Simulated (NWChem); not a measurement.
System: C2H4OSi; SMILES O[SiH2]C#C

Input file for NWChem:

```
start job
memory heap 200 mb stack 900 mb global 1100 mb
geometry units angstroms noautosym nocenter noautoz
  Si    -0.511306     0.621194    -0.007337
  O      0.829504     1.629581    -0.075784
  C     -0.021854    -1.155794    -0.022767
  C      0.320503    -2.336566    -0.017503
  H     -1.312069     0.935158    -1.230075
  H     -1.331928     0.840784     1.235242
  H      1.493176     1.475942     0.619123
  H      0.617058    -3.377774    -0.017136
end
basis spherical
  * library def2-svp
end
dft
  xc b3lyp
  iterations 150
end
cosmo
  do_cosmo_vem 1
  solvent water
end
tddft
  nroots 3
  target 1
  notriplet
  algorithm 1
  civecs
  grad
    root 1
  end
end
task tddft gradient
```

Parts of the log:

```
             Northwest Computational Chemistry Package (NWChem) 7.3.0
             --------------------------------------------------------

                             Geometry "geometry" -> ""
                             -------------------------

 Output coordinates in angstroms (scale by  1.889725989 to convert to a.u.)

  No.       Tag          Charge          X              Y              Z
 ---- ---------------- ---------- -------------- -------------- --------------
    1 Si                  14.0000    -0.51130600     0.62119400    -0.00733700
    2 O                    8.0000     0.82950400     1.62958100    -0.07578400
    3 C                    6.0000    -0.02185400    -1.15579400    -0.02276700
    4 C                    6.0000     0.32050300    -2.33656600    -0.01750300
    5 H                    1.0000    -1.31206900     0.93515800    -1.23007500
    6 H                    1.0000    -1.33192800     0.84078400     1.23524200
    7 H                    1.0000     1.49317600     1.47594200     0.61912300
    8 H                    1.0000     0.61705800    -3.37777400    -0.01713600

 Effective nuclear repulsion energy (a.u.)     138.8281908246

 tddft_input: filename not found; default name will be used

                                 NWChem DFT Module
                                 -----------------

 Summary of "ao basis" -> "ao basis" (spherical)
 ------------------------------------------------------------------------------
       Tag                 Description            Shells   Functions and Types
 ---------------- ------------------------------  ------  ---------------------
 Si                         def2-svp                 8       18   4s3p1d
 O                          def2-svp                 6       14   3s2p1d
 C                          def2-svp                 6       14   3s2p1d
 H                          def2-svp                 3        5   2s1p

 in cosmo_initialize ...
 calling solv_data for solv:h2o

 solvent parameters
 solvname_short: h2o
 solvname_long:  water
 dielec:       78.4000
 dielecinf:     1.7769
 aqueous SMD model solvent descriptors
 dielec:       78.4000
 sola:          0.8200

          ---------------
          -cosmo- solvent
          ---------------
 Cosmo: York-Karplus, doi: 10.1021/jp992097l
 dielectric constant -eps-     =  78.40
 screen = (eps-1)/(eps    )    =   0.98724
 surface charge correction     = lagrangian

   van der Waals surface
 --------------------------

 ---------- ATOMIC COORDINATES (A.U.) ------------ VDWR(ANG.) --
     1   -0.96622824    1.17388645   -0.01386492     2.470
     2    1.56753527    3.07946157   -0.14321099     1.520
     3   -0.04129807   -2.18413396   -0.04302339     1.850
     4    0.60566285   -4.41546949   -0.03307587     1.850
     5   -2.47945089    1.76719238   -2.32450470     1.200
     6   -2.51697896    1.58885138    2.33426891     1.200
     7    2.82169349    2.78912596    1.16997282     1.200
     8    1.16607054   -6.38306731   -0.03238234     1.200
 number of segments per atom =        128
 number of   points per atom =        128
 atom (   nspa,  nppa )
 ----------------------
    1 (     88,     0 )       0
    2 (     46,     0 )       0
    3 (     44,     0 )       0
    4 (     80,     0 )       0
    5 (     33,     0 )       0
    6 (     35,     0 )       0
    7 (     60,     0 )       0
    8 (     52,     0 )       0
 number of -cosmo- surface points =      438
 molecular surface =    111.056 angstrom**2
 molecular volume  =     91.377 angstrom**3
 -lineq- algorithm             =   0
 -bem- low  level              =   3
 -bem- from -octahedral-
 gaussian surface charge width =   4.50000
 degree of switching           =   1.00000
 switching function tolerance  =   0.00010
 atomic radii =
 --------------
    1 14.000  2.470
    2  8.000  1.520
    3  6.000  1.850
    4  6.000  1.850
    5  1.000  1.200
    6  1.000  1.200
    7  1.000  1.200
    8  1.000  1.200
 ...... end of -cosmo- initialization ......

 nat:                     8
 ixmem:                  3618
 calling mnsol_interface()
 G(SMD-CDS) energy (kcal/mol)  =     4.947
 SMD-CDS SASA (angstrom**2)    =   134.905

            General Information
            -------------------
          SCF calculation type: DFT
          Wavefunction type:  closed shell.
          No. of atoms     :     8
          No. of electrons :    38
           Alpha electrons :    19
            Beta electrons :    19
          Charge           :     0
          Spin multiplicity:     1
          Use of symmetry is: off; symmetry adaption is: off
          Maximum number of iterations: 150
          AO basis - number of functions:    80
                     number of shells:    38
          Convergence on energy requested:  1.00D-06
          Convergence on density requested:  1.00D-05
          Convergence on gradient requested:  5.00D-04

[...]

                          COSMO-VEM solvation results
                          ---------------------------
 Reference for the VEM model:
 Marenich, A. V.; Cramer, C. J.; Truhlar, D. G.; Guido, C. A.; Mennucci, B.;
 Scalmani, G.; Frisch, M. J. Chem. Sci. 2011, 2, 2143

 excitation spectrum data:  GS = initial state, ES = final state
 iteration #1
 (1)          GS equilibrium total free energy =      -443.1319486471
 (2)               GS polarization free energy =        -0.0140047442 (   -0.3811 eV)
 (3)                 GSRF ES total free energy =      -442.9183263355
 (4)          GSRF ES polarization free energy =        -0.0103895079 (   -0.2827 eV)
 (5)          GSRF excitation energy (3) - (1) =         0.2136223116 (    5.8130 eV)
 (6)                cGSRF ES total free energy =      -442.9201218968
 (7)         cGSRF ES polarization free energy =        -0.0121850692 (   -0.3316 eV)
 (8)        fast polarization component of (7) =        -0.0063967358 (   -0.1741 eV)
 (9)                 1/2 * delV * delQdyn term =        -0.0017955613 (   -0.0489 eV)
 (10)        cGSRF excitation energy (6) - (1) =         0.2118267503 (    5.7641 eV)

[next cycle's SCF and response left out]

                          COSMO-VEM solvation results
                          ---------------------------
 Reference for the VEM model:
 Marenich, A. V.; Cramer, C. J.; Truhlar, D. G.; Guido, C. A.; Mennucci, B.;
 Scalmani, G.; Frisch, M. J. Chem. Sci. 2011, 2, 2143

 excitation spectrum data:  GS = initial state, ES = final state
 iteration #2
 (1)          GS equilibrium total free energy =      -443.1319486471
 (2)               GS polarization free energy =        -0.0140047442 (   -0.3811 eV)
 (3)                 GSRF ES total free energy =      -442.9183263355
 (4)          GSRF ES polarization free energy =        -0.0104221830 (   -0.2836 eV)
 (5)          GSRF excitation energy (3) - (1) =         0.2136223116 (    5.8130 eV)
 (6)                  VEM ES total free energy =      -442.9205491515
 (7)           VEM ES polarization free energy =        -0.0122131081 (   -0.3323 eV)
 (8)        fast polarization component of (7) =        -0.0064065704 (   -0.1743 eV)
 (9)                 1/2 * delV * delQdyn term =        -0.0017909251 (   -0.0487 eV)
 (10) VEM vertical excitation energy (6) - (1) =         0.2113994956 (    5.7525 eV)

[next cycle's SCF and response left out]

                          COSMO-VEM solvation results
                          ---------------------------
 Reference for the VEM model:
 Marenich, A. V.; Cramer, C. J.; Truhlar, D. G.; Guido, C. A.; Mennucci, B.;
 Scalmani, G.; Frisch, M. J. Chem. Sci. 2011, 2, 2143

 excitation spectrum data:  GS = initial state, ES = final state
 iteration #3
 (1)          GS equilibrium total free energy =      -443.1319486471
 (2)               GS polarization free energy =        -0.0140047442 (   -0.3811 eV)
 (3)                 GSRF ES total free energy =      -442.9183263355
 (4)          GSRF ES polarization free energy =        -0.0104216390 (   -0.2836 eV)
 (5)          GSRF excitation energy (3) - (1) =         0.2136223116 (    5.8130 eV)
 (6)                  VEM ES total free energy =      -442.9205271463
 (7)           VEM ES polarization free energy =        -0.0122154051 (   -0.3324 eV)
 (8)        fast polarization component of (7) =        -0.0064091705 (   -0.1744 eV)
 (9)                 1/2 * delV * delQdyn term =        -0.0017937661 (   -0.0488 eV)
 (10) VEM vertical excitation energy (6) - (1) =         0.2114215008 (    5.7531 eV)

[next cycle's SCF and response left out]

                          COSMO-VEM solvation results
                          ---------------------------
 Reference for the VEM model:
 Marenich, A. V.; Cramer, C. J.; Truhlar, D. G.; Guido, C. A.; Mennucci, B.;
 Scalmani, G.; Frisch, M. J. Chem. Sci. 2011, 2, 2143

 excitation spectrum data:  GS = initial state, ES = final state
 iteration #4
 (1)          GS equilibrium total free energy =      -443.1319486471
 (2)               GS polarization free energy =        -0.0140047442 (   -0.3811 eV)
 (3)                 GSRF ES total free energy =      -442.9183263355
 (4)          GSRF ES polarization free energy =        -0.0104216935 (   -0.2836 eV)
 (5)          GSRF excitation energy (3) - (1) =         0.2136223116 (    5.8130 eV)
 (6)                  VEM ES total free energy =      -442.9205310606
 (7)           VEM ES polarization free energy =        -0.0122153931 (   -0.3324 eV)
 (8)        fast polarization component of (7) =        -0.0064091281 (   -0.1744 eV)
 (9)                 1/2 * delV * delQdyn term =        -0.0017936996 (   -0.0488 eV)
 (10) VEM vertical excitation energy (6) - (1) =         0.2114175865 (    5.7530 eV)

 VEM vertical excitation energy converged
```

Level: B3LYP/def2-SVP, TDDFT with the vertical excitation model on SMD. All runs use the structure optimised with PBE-D3(BJ)/def2-SVP. Solvent: water.
